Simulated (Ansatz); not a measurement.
Steps of a relaxation of C2H6Cl2Si (`[SiH3]CC(Cl)Cl`) with RKS PBE-D4/def2-SVP.

```sh
$ ansatz run in.yaml --threads 4 --pin off --events-out ev --progress --plain --max-ram 10444MiB
```

```yaml
crystal:
  periodic: [false, false, false]
  atoms:
    - {symbol: Si, position_ang: [-0.736800, -0.286700, 1.317900]}
    - {symbol: C, position_ang: [0.571200, -0.323900, 0.032900]}
    - {symbol: C, position_ang: [0.237000, 0.373700, -1.305200]}
    - {symbol: Cl, position_ang: [1.544600, -0.115900, -2.523800]}
    - {symbol: Cl, position_ang: [0.330900, 2.144400, -1.160000]}
    - {symbol: H, position_ang: [-1.022400, 1.169600, 1.745100]}
    - {symbol: H, position_ang: [-2.008700, -0.775500, 0.716900]}
    - {symbol: H, position_ang: [-0.385700, -1.049100, 2.479400]}
    - {symbol: H, position_ang: [1.507000, 0.088600, 0.509500]}
    - {symbol: H, position_ang: [0.754700, -1.386500, -0.130100]}
    - {symbol: H, position_ang: [-0.726400, 0.104200, -1.661900]}
basis:
  gaussian: {orbitals: def2-SVP}
hamiltonian: {xc: pbe, dispersion: d4}
relax: {f_tol: 0.03, max_steps: 200}
```

Positions (Å) and forces (eV/Å) along the path, 7 of 7 steps:

```xyz
11
step=1 energy=-35065.2586 eV
Si   -0.737   -0.287    1.318   -1.525    1.978   -0.028
C     0.571   -0.324    0.033    0.893    0.801   -0.445
C     0.237    0.374   -1.305    2.839   -0.115    1.171
Cl    1.545   -0.116   -2.524   -0.658   -0.101    0.079
Cl    0.331    2.144   -1.160   -0.372    0.237    0.176
H    -1.022    1.170    1.745    0.148   -0.573   -0.064
H    -2.009   -0.775    0.717   -0.276   -0.256   -0.059
H    -0.386   -1.049    2.479    0.413   -0.818    1.028
H     1.507    0.089    0.509   -0.344   -0.107   -0.563
H     0.755   -1.387   -0.130    0.211   -0.628   -0.409
H    -0.726    0.104   -1.662   -1.328   -0.418   -0.886
11
step=2 energy=-35065.5245 eV
Si   -0.777   -0.214    1.319   -0.596    0.519    0.189
C     0.585   -0.338    0.037    0.689    0.346   -0.546
C     0.311    0.364   -1.292    0.353   -0.362    0.184
Cl    1.552   -0.108   -2.565   -0.284    0.245    0.388
Cl    0.219    2.143   -1.073    0.066   -0.043   -0.093
H    -1.017    1.205    1.788    0.051   -0.200   -0.088
H    -2.053   -0.765    0.743   -0.030    0.017   -0.031
H    -0.396   -1.039    2.486    0.137   -0.267    0.331
H     1.539    0.056    0.462   -0.137   -0.078   -0.054
H     0.754   -1.413   -0.167    0.001   -0.150   -0.055
H    -0.651    0.051   -1.716   -0.249   -0.026   -0.223
11
step=3 energy=-35065.5613 eV
Si   -0.787   -0.198    1.334   -0.096   -0.084    0.117
C     0.593   -0.342    0.032    0.112    0.047   -0.240
C     0.305    0.350   -1.290    0.085   -0.182   -0.139
Cl    1.569   -0.066   -2.533   -0.054    0.054    0.113
Cl    0.198    2.132   -1.087   -0.044    0.028    0.017
H    -1.006    1.210    1.797    0.022    0.030    0.007
H    -2.069   -0.735    0.749    0.027    0.035    0.004
H    -0.393   -1.057    2.506   -0.021    0.019   -0.017
H     1.550    0.045    0.442   -0.031   -0.002    0.012
H     0.752   -1.422   -0.179   -0.036    0.014    0.039
H    -0.649    0.027   -1.752    0.035    0.041    0.087
11
step=4 energy=-35065.5732 eV
Si   -0.776   -0.188    1.351   -0.058    0.116   -0.184
C     0.591   -0.340    0.023    0.052   -0.098   -0.004
C     0.307    0.317   -1.315   -0.135   -0.018    0.136
Cl    1.631    0.000   -2.493    0.081   -0.003   -0.054
Cl    0.048    2.091   -1.118   -0.012    0.038   -0.002
H    -0.879    1.210    1.881   -0.006    0.005    0.037
H    -2.088   -0.592    0.732   -0.012    0.007    0.037
H    -0.451   -1.129    2.475    0.029   -0.039    0.021
H     1.540    0.066    0.431    0.036   -0.002    0.011
H     0.755   -1.425   -0.155    0.027    0.011   -0.010
H    -0.613   -0.067   -1.792   -0.002   -0.017    0.011
11
step=5 energy=-35065.5780 eV
Si   -0.775   -0.172    1.341   -0.023    0.008   -0.031
C     0.596   -0.348    0.023   -0.013   -0.026   -0.011
C     0.303    0.307   -1.312   -0.018   -0.027    0.049
Cl    1.649    0.029   -2.478    0.061    0.002   -0.068
Cl   -0.003    2.075   -1.116   -0.013    0.018    0.008
H    -0.849    1.216    1.903   -0.001    0.007   -0.001
H    -2.101   -0.551    0.735    0.003    0.025    0.003
H    -0.459   -1.136    2.450    0.003   -0.027    0.030
H     1.546    0.057    0.430    0.006    0.008    0.002
H     0.759   -1.434   -0.153    0.005    0.024   -0.005
H    -0.601   -0.100   -1.802   -0.011   -0.012    0.024
11
step=6 energy=-35065.5797 eV
Si   -0.769   -0.159    1.340   -0.054    0.009    0.023
C     0.605   -0.354    0.023   -0.009   -0.012    0.013
C     0.301    0.283   -1.317   -0.034    0.051   -0.008
Cl    1.680    0.079   -2.468   -0.058    0.012    0.018
Cl   -0.105    2.040   -1.124    0.035   -0.095   -0.018
H    -0.774    1.214    1.953    0.010   -0.064   -0.026
H    -2.117   -0.440    0.720    0.075    0.010    0.028
H    -0.503   -1.180    2.418   -0.025    0.038   -0.032
H     1.549    0.067    0.427   -0.003    0.005    0.000
H     0.779   -1.440   -0.139    0.008    0.024   -0.007
H    -0.580   -0.170   -1.813    0.055    0.021    0.010
11
step=7 energy=-35065.5809 eV
Si   -0.770   -0.163    1.339   -0.021    0.003    0.017
C     0.607   -0.352    0.025    0.003   -0.015    0.010
C     0.300    0.287   -1.313   -0.021    0.017   -0.017
Cl    1.664    0.068   -2.477   -0.014   -0.001    0.005
Cl   -0.084    2.043   -1.122    0.007   -0.021   -0.002
H    -0.783    1.211    1.944    0.004   -0.019   -0.008
H    -2.109   -0.455    0.715    0.019    0.007    0.003
H    -0.509   -1.174    2.424   -0.005    0.010   -0.015
H     1.551    0.072    0.429   -0.003    0.004   -0.002
H     0.786   -1.436   -0.140    0.005    0.010   -0.003
H    -0.587   -0.159   -1.803    0.024    0.004    0.012
```

It took 11 s on 4 threads of an Arm Neoverse V1 on a shared host, with 0.16 GiB of host memory at the peak.
